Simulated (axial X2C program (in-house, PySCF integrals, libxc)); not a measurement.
**Ω levels of HOsH⁺ from open-shell CI on d5 s0 p(π)0**

Calculated with an axial X2C code built on PySCF integrals: two-component X2C with atomic mean-field Coulomb terms (Gaunt term off), basis H dyall-v3z, Os dyall-v3z (cores contracted in-house). Orbitals come from Hartree–Fock averaged over the configuration Os d5 s0 p(π)0; CI then distributes these electrons over the d, s, p(π) shells of Os.

H–Os–H held linear, both bonds 1.725 Å (near the minimum of the configuration average).

Active spinors (ω > 0):

```
shell    ω  ε (eV)                    character
    d  3/2  -15.73                    100% Os d
    d  1/2  -15.01            91% Os d, 4% Os s
    d  5/2  -14.76                    100% Os d
    d  3/2  -14.36                     96% Os d
    d  1/2  -13.70  57% Os d, 33% Os s, 10% H s
    s  1/2   -2.00   82% Os s, 11% Os d, 6% H s
 p(π)  1/2   -4.66                     95% Os p
 p(π)  3/2   -4.29                     96% Os p
```

Lowest levels of this model:

```csv
Ω,energy (cm⁻¹),g∥,configuration
1/2,0,1.98,100% d5
3/2,73,5.93,100% d5
5/2,148,9.87,100% d5
5/2,13660,6.13,100% d5
7/2,13966,9.90,100% d5
3/2,15272,2.42,100% d5
1/2,16900,1.52,100% d5
3/2,17722,3.67,100% d5
1/2,18320,2.40,100% d5
5/2,18343,7.88,100% d5
1/2,19413,0.68,100% d5
3/2,20947,5.82,100% d5
9/2,21726,11.33,100% d5
7/2,22402,8.29,100% d5
5/2,22928,4.12,100% d5
7/2,25333,8.84,100% d5
```

g∥ is the magnitude of 2⟨Lz + ge Sz⟩ for the +Ω component.

From Ω and g∥ of the lowest level, whose 2⟨Lz + ge Sz⟩ is positive, find ⟨Sz⟩ and ⟨Lz⟩ (ge = 2.0023).

Ω = ⟨Lz⟩ + ⟨Sz⟩ = 1/2 and ⟨Lz⟩ + ge⟨Sz⟩ = 0.990, so ⟨Sz⟩ = 0.49 and ⟨Lz⟩ = 0.01.

Occupations of the active spinors in the lowest level by ω, shell by shell in order of energy: -5/2: 0.28; -3/2: 0.71 0.34 0.00; -1/2: 0.67 0.39 0.00 0.00; 1/2: 0.51 0.57 0.00 0.00; 3/2: 0.57 0.50 0.00; 5/2: 0.46. The leading determinant has weight 0.17 among 649.

This point took 1 s on 1 thread of Arm Neoverse V2, with other jobs on the host.

Dynamic correlation is missing, so gaps between terms are too wide and other configurations may lie lower; the lowest level listed is that of this model, not necessarily the ground state. For d shells the ligand-field splittings (σ, π, δ) and their order can be off by a thousand cm⁻¹ or more. At most 4 roots were kept for each Ω > 0 (twice that for Ω = 0) within 3.2 eV of the lowest, so higher up levels can be missing between those listed; levels with Ω > 0 are doubly degenerate and listed once, Ω = 0 levels singly. Some active spinors are only partly of the character that their shell is named for, so the shell names and counts are nominal. States that fill the shells left empty in the average are placed too high. The molecule was held linear; bending was not examined.
